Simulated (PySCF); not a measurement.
A geometry optimisation, step by step.

C2H5BBrP.
SMILES with atom numbers: `[CH:1]#[C:2][B@@H-:3]([PH3+:4])[Br:5]` (hydrogens: H6 on C1; H7 on B3; H8, H9, H10 on P4)
Bond orders are those of one Lewis drawing.

Computed by this run: PySCF 2.14.0, PBE0-D3(BJ)/def2-SVP geometry optimisation, gas phase; density fitting, grid level 1; the optimiser is geomeTRIC in internal coordinates, started from a GFN2-xTB structure with every atom displaced at random (about 0.01 Å). The frame can shift and turn from step to step; on so coarse a grid that alone can change the energy by a few meV, and forces under 0.02 eV/Å are noise.

Step 0: E = -82137.2428 eV, largest atomic force 1.453 eV/Å
```
atom  x, y, z in Å  |  force x, y, z in eV/Å
C1      1.989    1.467    0.794    0.335   0.734  -0.066
C2      1.149    0.608    0.866   -0.735  -1.050   0.112
B3      0.142   -0.562    0.935    1.002   0.134  -0.130
P4     -1.256   -0.225   -0.300   -1.431   0.247  -0.022
Br5     0.781   -2.194   -0.118    0.293  -0.381   0.027
H6      2.677    2.268    0.733    0.534   0.455  -0.023
H7     -0.224   -0.870    2.018   -0.460  -0.169   0.506
H8     -0.831   -0.029   -1.591    0.517   0.144  -0.791
H9     -2.145   -1.284   -0.487   -0.152  -0.446   0.067
H10    -2.234    0.800   -0.242    0.095   0.330   0.320
```

Step 1: E = -82137.4286 eV, largest atomic force 0.280 eV/Å
```
atom  x, y, z in Å  |  force x, y, z in eV/Å
C1      1.975    1.486    0.780    0.060   0.272  -0.035
C2      1.171    0.577    0.843   -0.070  -0.147   0.031
B3      0.188   -0.612    0.903    0.088  -0.189  -0.100
P4     -1.304   -0.215   -0.334    0.059  -0.134  -0.064
Br5     0.906   -2.296   -0.013   -0.085   0.085   0.043
H6      2.675    2.300    0.730    0.021  -0.025   0.011
H7     -0.290   -0.887    1.982   -0.094   0.038   0.002
H8     -0.869    0.003   -1.660   -0.007   0.021   0.024
H9     -2.232   -1.266   -0.502    0.012  -0.019   0.032
H10    -2.171    0.885   -0.126    0.016   0.097   0.056
```

Step 2: E = -82137.4377 eV, largest atomic force 0.106 eV/Å
```
atom  x, y, z in Å  |  force x, y, z in eV/Å
C1      1.957    1.497    0.774   -0.088   0.056  -0.020
C2      1.172    0.569    0.839    0.077  -0.032   0.044
B3      0.196   -0.631    0.899    0.006  -0.049  -0.090
P4     -1.287   -0.221   -0.334   -0.004  -0.006  -0.020
Br5     0.890   -2.316   -0.012   -0.005   0.012   0.037
H6      2.646    2.320    0.725    0.018  -0.011   0.006
H7     -0.308   -0.888    1.972   -0.019   0.015   0.014
H8     -0.857    0.001   -1.660   -0.013   0.006  -0.003
H9     -2.232   -1.259   -0.493   -0.003   0.002   0.010
H10    -2.127    0.902   -0.107    0.032   0.007   0.021
```

Step 3: E = -82137.4422 eV, largest atomic force 0.099 eV/Å
```
atom  x, y, z in Å  |  force x, y, z in eV/Å
C1      1.931    1.507    0.767   -0.086  -0.012  -0.013
C2      1.174    0.555    0.833    0.093  -0.011   0.032
B3      0.207   -0.654    0.891   -0.041   0.022  -0.053
P4     -1.272   -0.223   -0.337   -0.001   0.039   0.018
Br5     0.892   -2.348    0.005    0.019   0.001   0.029
H6      2.605    2.343    0.721    0.008  -0.005   0.003
H7     -0.318   -0.889    1.960    0.018  -0.007   0.011
H8     -0.855   -0.001   -1.668   -0.014  -0.008  -0.017
H9     -2.242   -1.239   -0.483   -0.016   0.010  -0.011
H10    -2.073    0.922   -0.087    0.019  -0.028   0.001
```

Step 4: E = -82137.4437 eV, largest atomic force 0.052 eV/Å
```
atom  x, y, z in Å  |  force x, y, z in eV/Å
C1      1.913    1.513    0.763   -0.043  -0.015  -0.008
C2      1.177    0.545    0.830    0.051  -0.004   0.010
B3      0.214   -0.668    0.884   -0.036   0.033  -0.007
P4     -1.263   -0.224   -0.341    0.009   0.026   0.025
Br5     0.902   -2.368    0.024    0.020  -0.010   0.007
H6      2.576    2.358    0.718    0.004  -0.001   0.001
H7     -0.318   -0.891    1.954    0.013  -0.009   0.001
H8     -0.860   -0.005   -1.676   -0.006  -0.010  -0.010
H9     -2.254   -1.221   -0.479   -0.012   0.009  -0.011
H10    -2.038    0.934   -0.075    0.001  -0.018  -0.007
```

Step 5: E = -82137.4440 eV, largest atomic force 0.021 eV/Å
```
atom  x, y, z in Å  |  force x, y, z in eV/Å
C1      1.905    1.516    0.760   -0.011   0.000  -0.006
C2      1.179    0.541    0.829    0.013  -0.005   0.000
B3      0.216   -0.672    0.883   -0.014   0.013   0.009
P4     -1.260   -0.225   -0.341    0.007   0.005   0.009
Br5     0.911   -2.375    0.034    0.006   0.000  -0.001
H6      2.563    2.365    0.715    0.001  -0.001   0.000
H7     -0.315   -0.892    1.954    0.004  -0.005  -0.002
H8     -0.862   -0.009   -1.679    0.000  -0.005  -0.002
H9     -2.260   -1.214   -0.479   -0.005   0.003  -0.004
H10    -2.027    0.938   -0.073   -0.002  -0.004  -0.004
```

Task: Summarise the path.

Result: The energy falls by 4.64 kcal/mol from step 0 to step 5; nine tenths of that is first reached at step 1. It falls at every step. The largest force goes from 1.453 to 0.021 eV/Å. Among the bonds B3–P4 changes most, from 1.896 to 1.969 Å; the atoms move by 0.163 Å rms after alignment.

Task: Follow the three bonds and two angles with the largest change from start to end.

Result: 
```
step  E above end (kcal/mol)  largest force (eV/Å)  B3–P4 (Å)  P4–H8 (Å)  B3–H7 (Å)  B3–P4–H10 (°)  P4–B3–H7 (°)
   0                    4.64                 1.453      1.896      1.374      1.184          127.6         114.4
   1                    0.35                 0.280      1.977      1.413      1.211          121.7         107.8
   2                    0.14                 0.106      1.972      1.412      1.213          120.6         106.5
   3                    0.04                 0.099      1.970      1.412      1.214          119.3         105.5
   4                    0.01                 0.052      1.969      1.412      1.215          118.5         105.1
   5                    0.00                 0.021      1.969      1.412      1.215          118.3         105.1
```

What follows is the cost of the whole optimisation. Time: 41 s of wall time; peak memory 0.46 GiB. Hardware: Arm Neoverse V1, one thread, no GPU, on a shared host.
